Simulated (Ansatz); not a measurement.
`C[SiH2][N](C)[GeH3]`, relaxed with RKS PBE0-D4/def2-TZVP in Ansatz from a PBE-D4/def2-SVP geometry. The force threshold is 0.005 eV/Å; the program also tests the step.

Total charge 0; spin multiplicity 1.

Start:

```xyz
16

C    -2.285    0.551   -0.683
Si   -0.504    1.108   -0.388
N     0.509   -0.225    0.154
C     0.169   -0.912    1.400
Ge    2.233   -0.520   -0.483
H    -2.773    0.208    0.253
H    -2.880    1.401   -1.075
H    -2.325   -0.275   -1.421
H     0.111    1.619   -1.663
H    -0.537    2.245    0.613
H     0.609   -0.433    2.310
H     0.515   -1.970    1.385
H    -0.933   -0.945    1.551
H     2.340    0.131   -1.883
H     2.439   -2.062   -0.547
H     3.311    0.079    0.477
```

(1) By how much does the energy fall, and how many steps does the optimiser take? (Best estimate.)

(2) Which bonds change most? (Estimate.)

(3) Give the relaxed structure. (Best estimate.)

Answers

(1) Computed: 0.08 eV, in 35 steps, 3 of them rejected.

(2) Ansatz gave: Si2–N3 from 1.759 to 1.722 Å; N3–Ge5 from 1.861 to 1.838 Å; Si2–H10 from 1.515 to 1.493 Å; C4–H11 from 1.118 to 1.096 Å.

(3) The calculation gave: 
```xyz
16

C    -2.132    0.316   -0.915
Si   -0.576    1.135   -0.280
N     0.589    0.040    0.360
C     0.287   -0.650    1.604
Ge    2.067   -0.562   -0.552
H    -2.625   -0.257   -0.125
H    -2.842    1.067   -1.273
H    -1.911   -0.365   -1.740
H     0.082    1.879   -1.387
H    -0.970    2.085    0.803
H     1.187   -0.775    2.218
H    -0.147   -1.647    1.448
H    -0.425   -0.072    2.202
H     2.283    0.346   -1.769
H     1.865   -2.025   -1.005
H     3.269   -0.516    0.411
```
